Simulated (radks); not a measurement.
The mercury ion Hg+, configuration [Xe] 4f14 5d10 6s1. Method: Dirac Kohn-Sham, PBE, spin-unpolarised, spherical densities, point nucleus; computed with a radial shooting solver on a logarithmic mesh with Libxc functionals.

Unscreened Slater integrals over Kohn-Sham orbitals (hartree). Large and small components are both included.

integral            value
F0(6s1/2,6s1/2)   0.35910
F0(6s1/2,5d5/2)   0.42469
G2(6s1/2,5d5/2)   0.10387
F0(6s1/2,5d3/2)   0.42816
G2(6s1/2,5d3/2)  0.094834
F0(6s1/2,5p3/2)   0.44711
G1(6s1/2,5p3/2)  0.034772
F0(5d5/2,5d5/2)   0.60646
F2(5d5/2,5d5/2)   0.31060
F4(5d5/2,5d5/2)   0.20455
F0(5d5/2,5d3/2)   0.61869
F2(5d5/2,5d3/2)   0.31702
G2(5d5/2,5d3/2)   0.31653
G4(5d5/2,5d3/2)   0.20871
F0(5d5/2,5p3/2)   0.69555
F2(5d5/2,5p3/2)   0.34214
G1(5d5/2,5p3/2)   0.41391
G3(5d5/2,5p3/2)   0.25550
F0(5d3/2,5d3/2)   0.63173
F2(5d3/2,5d3/2)   0.32453
F0(5d3/2,5p3/2)   0.71441
F2(5d3/2,5p3/2)   0.35755
G1(5d3/2,5p3/2)   0.44030
G3(5d3/2,5p3/2)   0.27195
F0(5p3/2,5p3/2)   0.84134
F2(5p3/2,5p3/2)   0.45266
